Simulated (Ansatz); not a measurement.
`O[SiH]1CN=C1F` → `C[SiH](F)N=C=O`  (isomerisation)

Isolated molecules relaxed with PBE0-D4/def2-TZVP in Ansatz; ΔE leaves out vibrations. CBS: MP2 limit from def2 TZ/QZ plus the TZ coupled-cluster correction, frozen cores. Functionals use def2-TZVPP. B3LYP here is the variant with VWN-RPA as its local correlation; programs differ in this. Each species was taken in one conformer, which may not be the lowest.

```
         species  B3LYP energy (Eh)
 `O[SiH]1CN=C1F`         -598.09834
`C[SiH](F)N=C=O`         -598.23000
```

(1) Work out ΔE.

Largest T1 diagnostic among the species: 0.014.

Results:

(1) ΔE = (-598.23000) − (-598.09834) = -0.13166 Eh = -82.6 kcal/mol. CCSD(T)/CBS gives -77.2 kcal/mol.

At CCSD(T), def2-SVP lies −4.3 kcal/mol from the extrapolated value and def2-TZVPP −0.6 kcal/mol. In def2-TZVPP, CCSD(T) changes the Hartree–Fock value by +10.6 kcal/mol (the triples alone add +0.7 kcal/mol) and MP2 by +6.7 kcal/mol. From r2SCAN to r2SCAN0 (25 % exact exchange), in def2-TZVPP and without D4, ΔE moves by +0.8 kcal/mol.
